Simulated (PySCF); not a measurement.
C3HBrClF. Atoms are numbered in the order given.

```xyz
7

F     -3.2888     0.9456    -0.5259
C     -2.5644    -0.1068    -0.1452
C     -1.2596    -0.1570    -0.2526
C      0.0403    -0.2523    -0.3256
Cl     0.8628    -0.8921    -1.7010
Br     1.1659     0.3050     1.0779
H     -3.1728    -0.9214     0.2644
```

Coordinates come from a ωB97X-D3(BJ)/def2-SVP optimisation. This is a generated structure with no PubChem entry under its InChIKey; it may be hypothetical.

These are PBE/pcSseg-1 in PySCF values and carry that method's errors.

GIAO shieldings, no solvent; atoms alike by connectivity are averaged. δ = σ(ref) − σ: ¹⁹F against CFCl3 (σ = 133.6 ppm); ¹³C against TMS (σ = 182.0 ppm); ³⁵Cl against HCl (σ = 936.5 ppm); ¹H against TMS (σ = 31.49 ppm), references at their B3LYP-D3(BJ)/def2-TZVP geometries, non-relativistic (without spin–orbit terms, shifts of atoms bonded to Cl or Br come out too high).

| atoms | nucleus | count | δ (ppm) |
|---|---|---|---|
| F1 | ¹⁹F | 1 | [?] |
| C3 | ¹³C | 1 | 204.7 |
| C2 | ¹³C | 1 | 138.2 |
| C4 | ¹³C | 1 | [?] |
| Cl5 | ³⁵Cl | 1 | [?] |
| H7 | ¹H | 1 | 7.63 |

Problem. Some entries are withheld; supply them. (Estimate from the structure and the level; the computed values follow.)

Solution. 
- F1, δ (ppm): -139.1
- C4, δ (ppm): 124.4
- Cl5, δ (ppm): 430.1
